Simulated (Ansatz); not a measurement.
Cost and result for the atomization energy of ClFGeH₃Si, SMILES `F[Si](Cl)[GeH3]` radical (7 atoms, 6 bonds).

Total charge 0; spin multiplicity 2. Correlated methods include outer-core shells of Ge, which these sets cover unevenly. Scalar relativity is left out up to krypton. The geometry is a stationary point of PBE0-D4/def2-TZVP. Program: Ansatz. All runs use 4 threads of an Arm Neoverse V2 on a shared host. Times are those of one run each, without the atoms' runs, and a repeat can differ threefold. Electronic energies, without spin–orbit coupling; frozen cores. CCSD(T)/CBS adds CCSD(T) − MP2 in def2-TZVPP to the MP2 limit, and its time is that of the two runs behind it. T1 = 0.014; ⟨S²⟩ of the reference is 0.76. With those shells the extrapolation isn't a true limit. HSE06 is the plane-wave form, built on full-range PBE exchange.

CCSD(T)/CBS is a level of theory with its own doubt, some kJ/mol a heavy atom from the limit and from the frozen cores, so smaller differences don't rank the functionals.

```
                             level  functions  wall time  atomization (kJ/mol)  difference from CCSD(T)/CBS  per bond
              revPBE-D4/def2-TZVPP        205      2.2 s                2014.9                        -43.7      -7.3
                PBE0-D4/def2-TZVPP        205        4 s                2035.2                        -23.4      -3.9
               HSE06-D4/def2-TZVPP        205      4.4 s                2035.5                        -23.1      -3.8
               PBE-QIDH/def2-TZVPP        205        5 s                2033.0                        -25.6      -4.3
           CAM-B3LYP-D4/def2-TZVPP        205      5.5 s                2047.7                        -10.9      -1.8
                 B2PLYP/def2-TZVPP        205      5.5 s                2014.4                        -44.2      -7.4
r2SCAN-D4/def2-TZVPP (with forces)        205        7 s                2077.3                         18.7       3.1
             r2SCANh-D4/def2-TZVPP        205      7.5 s                2061.2                          2.6       0.4
                  CCSD(T)/def2-SVP         97      9.5 s                1864.6                       -194.0     -32.3
  ωB97M-V/def2-TZVPP (with forces)        205       15 s                2042.3                        -16.3      -2.7
                    MP2/def2-QZVPP        376       18 s                2067.5                          8.9       1.5
                CCSD(T)/def2-TZVPP        205    4.5 min                2000.3                        -58.3      -9.7
                 CCSD(T)/CBS(def2)          –    4.7 min                2058.6                          0.0       0.0
```

From BLYP to BHLYP (50 % exact exchange), in def2-TZVPP and without D4, the atomization energy moves by −27.3 kJ/mol: exact exchange takes away binding that semilocal exchange gives to molecules. The D4 term adds +28.9 kJ/mol with B3LYP and +15.0 kJ/mol with PBE0; it sums over pairs of atoms, weighted by their polarisabilities, and B3LYP, whose exchange is more repulsive, gets the larger term. At CCSD(T), def2-SVP lies −194.0 kJ/mol from the extrapolated value and def2-TZVPP −58.2 kJ/mol: correlation converges slowly with the basis, and small sets miss more of it in the bonded molecule than in its fragments.

B3LYP here is the variant with VWN-RPA as its local correlation; programs differ in this.
